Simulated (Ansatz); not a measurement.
Basis-set series for H$_{7}$InN$_{2}$OSi, SMILES `[NH2][In]([NH2])[O][SiH3]`. Total charge 0; spin multiplicity 1. In: def2 effective core potential. The geometry is a stationary point of PBE0-D4/def2-TZVP. It is one conformer, not always the lowest.

```json
{"functional": "PBE0-D4", "basis": "def2-TZVPP", "functions": "283", "energy (Eh)": "-668.40209", "HOMO (eV)": "-7.48", "LUMO (eV)": "-1.24"}
{"functional": "PBE0-D4", "basis": "def2-QZVPP", "functions": "533", "energy (Eh)": "-668.42660", "HOMO (eV)": "-7.54", "LUMO (eV)": "-1.37"}
{"functional": "ωB97M-V", "basis": "def2-TZVPP", "functions": "283", "energy (Eh)": "-668.58666", "HOMO (eV)": "-9.86", "LUMO (eV)": "0.47"}
{"functional": "ωB97M-V", "basis": "def2-QZVPP", "functions": "533", "energy (Eh)": "-668.60945", "HOMO (eV)": "-9.91", "LUMO (eV)": "0.16"}
```

(1) Give the rows for def2-SVP. (Estimate.)

Results:

(1) Computed: 
```json
{"functional": "PBE0-D4", "basis": "def2-SVP", "functions": "121", "energy (Eh)": "-668.04503", "HOMO (eV)": "-7.20", "LUMO (eV)": "-0.94"}
{"functional": "ωB97M-V", "basis": "def2-SVP", "functions": "121", "energy (Eh)": "-668.22152", "HOMO (eV)": "-9.55", "LUMO (eV)": "0.93"}
```

Positive LUMOs are unbound and depend on the basis.
